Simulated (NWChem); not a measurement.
System: diphosphane (P$_{2}$H$_{4}$); SMILES PP

NWChem input:

```
start job
memory heap 200 mb stack 900 mb global 1100 mb
geometry units angstroms noautoz
  P     -0.000035    -1.132413    -0.052446
  P     -0.000035     1.132413     0.052446
  H      1.028264    -1.283060     0.924219
  H     -1.028442    -1.283038     0.924107
  H      1.028270     1.283059    -0.924213
  H     -1.028437     1.283039    -0.924113
end
basis spherical
  * library def2-svpd
end
dft
  xc pbe0
  iterations 150
end
tddft
  cis
  nroots 6
  notriplet
end
task tddft energy
```

Output (shortened):

```
             Northwest Computational Chemistry Package (NWChem) 7.3.0
             --------------------------------------------------------

 C1  symmetry detected

                             Geometry "geometry" -> ""
                             -------------------------

 Output coordinates in angstroms (scale by  1.889725989 to convert to a.u.)

  No.       Tag          Charge          X              Y              Z
 ---- ---------------- ---------- -------------- -------------- --------------
    1 P                   15.0000     0.00000596    -1.13161206    -0.06755688
    2 P                   15.0000     0.00000610     1.13161206     0.06755688
    3 H                    1.0000     1.02830843    -1.29528210     0.90700662
    4 H                    1.0000    -1.02839757    -1.29525891     0.90690221
    5 H                    1.0000     1.02830762     1.29528132    -0.90700792
    6 H                    1.0000    -1.02839937     1.29525968    -0.90690091

 Effective nuclear repulsion energy (a.u.)      87.3857318445

                                 NWChem DFT Module
                                 -----------------

 Summary of "ao basis" -> "ao basis" (spherical)
 ------------------------------------------------------------------------------
       Tag                 Description            Shells   Functions and Types
 ---------------- ------------------------------  ------  ---------------------
 P                         def2-svpd                10       24   5s3p2d
 H                         def2-svpd                 4        8   2s2p

            General Information
            -------------------
          SCF calculation type: DFT
          Wavefunction type:  closed shell.
          No. of atoms     :     6
          No. of electrons :    34
           Alpha electrons :    17
            Beta electrons :    17
          Charge           :     0
          Spin multiplicity:     1
          Use of symmetry is: off; symmetry adaption is: off
          Maximum number of iterations: 150
          AO basis - number of functions:    80
                     number of shells:    36
          Convergence on energy requested:  1.00D-06
          Convergence on density requested:  1.00D-05
          Convergence on gradient requested:  5.00D-04

[...]

                                NWChem TDDFT Module
                                -------------------

            General Information
            -------------------
           No. of orbitals :     160
            Alpha orbitals :      80
             Beta orbitals :      80
        Alpha frozen cores :       0
         Beta frozen cores :       0
     Alpha frozen virtuals :       0
      Beta frozen virtuals :       0
         Spin multiplicity :       1
    Number of AO functions :      80
        Use of symmetry is : off
      Symmetry adaption is : off
         Schwarz screening :  0.10D-07

              XC Information
              --------------
                  PBE0 Method XC Functional
              Hartree-Fock (Exact) Exchange   0.25
   PerdewBurkeErnzerhof Exchange Functional   0.75
     Perdew 1991 LDA Correlation Functional   1.00 local
    PerdewBurkeErnz. Correlation Functional   1.00 non-local

             TDDFT Information
             -----------------
          Calculation type : Tamm-Dancoff TDDFT
         Wavefunction type : Restricted singlets
          No. of electrons :      34
           Alpha electrons :      17
            Beta electrons :      17
              No. of roots :       6
          Max subspacesize :    5200
            Max iterations :     100
               Target root :       1
           Target symmetry : none
      Symmetry restriction : off
                 Algorithm : Optimal
        Davidson threshold :  0.10D-03

    6 smallest eigenvalue differences (eV)
--------------------------------------------------------
  No. Spin  Occ  Vir  Irrep   E(Occ)    E(Vir)   E(Diff)
--------------------------------------------------------
    1    1   17   18 a        -0.252    -0.012     6.533
    2    1   17   19 a        -0.252     0.010     7.135
    3    1   17   20 a        -0.252     0.020     7.419
    4    1   17   21 a        -0.252     0.029     7.644
    5    1   17   22 a        -0.252     0.063     8.589
    6    1   16   18 a        -0.336    -0.012     8.803
--------------------------------------------------------

  Entering Davidson iterations
  Restricted singlet excited states

  Iter   NTrls   NConv    DeltaV     DeltaE      Time
  ----  ------  ------  ---------  ---------  ---------
    1      6       0     0.87E-01   0.10+100        5.3
    2     12       0     0.24E-01   0.11E-01        5.3
    3     18       0     0.80E-02   0.82E-03        5.3
    4     24       0     0.34E-02   0.22E-03        5.3
    5     30       3     0.10E-02   0.26E-04        5.3
    6     33       4     0.37E-03   0.31E-05        3.7
    7     35       6     0.68E-04   0.16E-06        3.0
  ----  ------  ------  ---------  ---------  ---------
  Convergence criterion met

  Ground state a        -684.624613821661 a.u.

  ----------------------------------------------------------------------------
  Root   1 singlet a              0.207467973 a.u.                5.6455 eV
  ----------------------------------------------------------------------------
     Transition Moments    X -0.00000   Y -1.29886   Z -0.17338
     Dipole Oscillator Strength                    0.2374947987
     Electric Quadrupole                           0.0000000000
     Magnetic Dipole                               0.0000000000
     Total Oscillator Strength                     0.2374947987

[...]
```

Level: PBE0/def2-SVPD, TDA. Structure relaxed at the B3LYP/6-31G* (spherical d) level.
